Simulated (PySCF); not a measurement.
# Unknown compound

Molecular formula: C6H7F3. Simulated spectra:

¹H NMR (300 MHz, computed): δ 5.58 (m, 1H), 3.16 (m, 2H), 2.94 (m, 2H), 2.15 (m, 2H).

¹³C{¹H} NMR (computed): δ 165.9, 133.4, 119.7, 31.6, 31.2, 17.1.

[PySCF 2.14: structure optimised with GFN2-xTB; PBE0/pcSseg-1 with gauge-including orbitals; rapidly exchanging positions averaged; no solvent; a single conformation; no relativistic terms]

Chemical shifts δ = σref − σ; TMS for ¹H, ¹³C, all at this level.

Q: Deduce the structure.

A: 
Rings plus π bonds: 2 (1 ring in the answer). 6 carbon signals for 6 carbons: no two carbons are equivalent. Carbon types of the structure: 2 × C, 1 × CH, 3 × CH2, which accounts for all hydrogens. δC 165.9: fully substituted alkene carbon. δC 133.4: CF3 carbon; 3 electronegative neighbours deshield it. δC 119.7: alkene CH; as expected for a trigonal carbon in a double bond. δC 31.6, 31.2: allylic sp3 CH2; aliphatic region, no heteroatom directly attached. δC 17.1: sp3 CH2 in a ring; aliphatic region, no heteroatom directly attached. δH 5.58: hydrogen on an alkene CH; attached to an sp2 carbon and in the plane of the double bond. δH 3.16, 2.94: hydrogen on an allylic sp3 CH2; allylic position.

The compound is `C(F)(F)(F)C=C1CCC1`.

This is the structure that produced the data.

Splittings by ¹⁹F in the carbon and heteronuclear signals aren't shown, as no couplings were computed. Shifts are as computed. Against solution values, carbons near 30 ppm lie about +3 ppm off and those near 130 ppm about +5 ppm. Of 1211 compounds with measured shifts, 218 miss one by over three times the rms of a fit or turn the order of signals round; such compounds aren't used in these exercises. Multiplicities follow the n + 1 count of equivalent neighbours, as no J values were calculated; m marks all less simple cases, F and P coupling included.
